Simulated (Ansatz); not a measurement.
Zn₅⁺, relaxed as a doublet with UKS PBE/def2-SVP in Ansatz, starting from the GFN1-xTB geometry. Force threshold 0.02 eV/Å.

The structure comes from a short search, and lower isomers may exist.

Start:

```xyz
5

Zn   -1.068    0.603    1.207
Zn   -1.484    0.093   -1.348
Zn    0.139   -1.688   -0.261
Zn    1.472   -0.077    1.354
Zn    0.941    1.070   -0.951
```

Estimate the energy that the relaxation releases and the steps that it takes.

2.3 kcal/mol, in 4 steps; 12 s on 4 threads of Arm Neoverse V2 on a shared host. No frequencies were taken in this run, so the end may be a saddle point.

Does the start keep its bonding and symmetry?

By distances, no bond broke or formed. The bond that changes most is Zn1–Zn5, from 2.99 to 2.71 Å (atoms count from 1). Point group Cs at the start, D3h at the end, both within 0.05 Å.

Predict the relaxed structure.


Cartesian coordinates in Å:
```
Zn -0.971 0.553 1.096
Zn -1.549 0.092 -1.418
Zn 0.121 -1.544 -0.231
Zn 1.549 -0.090 1.418
Zn 0.850 0.989 -0.865
```
Bond lengths (bridged metal pairs left out): 9 × Zn–Zn 2.62 to 2.71 Å.
